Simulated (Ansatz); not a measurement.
A set of 12 reactions (ligand exchange), with CCSD(T)/CBS values in kJ/mol:

| reaction | ΔE |
| --- | --- |
| `O[SiH2][AlH2]` + `OCS` → `O[SiH2]OCS` + `[AlH3]` | -132.9 |
| `C=CC[O][AlH2]` + `SBS` → `[AlH2][S]BS` + `C=CCO` | 31.2 |
| `[OH][GeH2][NH][SiH](O)F` + H₂S → `O[SiH](F)S` + `[NH2][GeH2][OH]` | 37.5 |
| `[OH][GeH2][NH][SiH](O)F` + H₂Te → `[OH][GeH2][TeH]` + `N[SiH](O)F` | -33.3 |
| `[F][GaH2]` + H₂Se → `[GaH2][SeH]` + H–F | -24.9 |
| `F[SiH2][GaH2]` + `O[SiH2]O` → `O[SiH2]O[SiH2]F` + `[GaH3]` | -121.7 |
| `[AlH2][NH][SiH3]` + `NB[SeH]` → `NB[Se][SiH3]` + `[NH2][AlH2]` | -7.8 |
| `[F][GeH2][O][SiH3]` + `OB(O)Cl` → `OB(Cl)O[SiH3]` + `[OH][GeH2][F]` | 10.5 |
| `[OH][GeH2][GeH2][OH]` + `O[SiH2]O` → `O[SiH2][O][GeH2][OH]` + `[OH][GeH3]` | -36.9 |
| `[CH3][AlH][O][SiH2]O` + CH₃SH → `CS[SiH2]O` + `[CH3][AlH][OH]` | 64.2 |
| `C=N[CH2][GeH3]` + `NBS` → `NB[S][GeH3]` + `C=NC` | -61.1 |
| `[OH][GeH2][C]#C[SiH3]` + `[NH2][AlH][SeH]` → `[SiH3][NH][AlH][SeH]` + `C#[C][GeH2][OH]` | -14.9 |

Gas-phase electronic energies from Ansatz, PBE0-D4/def2-TZVP geometries. CCSD(T)/CBS adds triple-zeta CCSD(T) − MP2 to the extrapolated MP2 energy (def2 sets, frozen cores). This one scheme is used for every species. DFT in def2-TZVPP. B3LYP here is the variant with VWN-RPA as its local correlation; programs differ in this. Elements past krypton have def2 core potentials. For Ga, Ge, Se, Te outer-core shells are correlated without core-valence functions, which leaves a few kJ/mol of doubt a bond. Scalar relativity is left out up to krypton. Each species was taken in one conformer, which may not be the lowest.

(1) Give the mean, mean absolute and largest difference (level minus CCSD(T)/CBS, kJ/mol) for: r2SCAN-D4, PBE0-D4, ωB97M-V, B2PLYP, r2SCAN, PBE0, B3LYP, HF/def2-TZVPP, MP2/def2-TZVPP, SCS-MP2/def2-TZVPP, CCSD/def2-TZVPP, CCSD(T)/def2-TZVPP, HF/def2-QZVPP, HF/CBS(def2). (An estimate is asked.)

The largest T1 diagnostic in the set is 0.014, for `[F][GaH2]` (customary mark 0.02).

CCSD(T)/CBS is a level of theory with its own doubt, and the functionals carry their triple-zeta basis error, so these figures describe this set and don't rank the functionals.

Answers

(1) Computed: 
```csv
level,mean,mean absolute,largest
r2SCAN-D4,0.6,3.6,9.8
PBE0-D4,0.4,7.2,14.3
ωB97M-V,0.9,2.8,11.8
B2PLYP,1.8,4.1,13.8
r2SCAN,0.7,4.2,10.5
PBE0,1.3,8.5,19.4
B3LYP,3.6,6.5,17.1
HF/def2-TZVPP,0.3,12.2,26.6
MP2/def2-TZVPP,-1.3,3.3,-11.5
SCS-MP2/def2-TZVPP,0.5,6.2,-11.3
CCSD/def2-TZVPP,2.7,4.6,8.3
CCSD(T)/def2-TZVPP,2.1,3.4,8.8
HF/def2-QZVPP,0.4,13.4,-29.5
HF/CBS(def2),0.4,13.6,-29.9
```
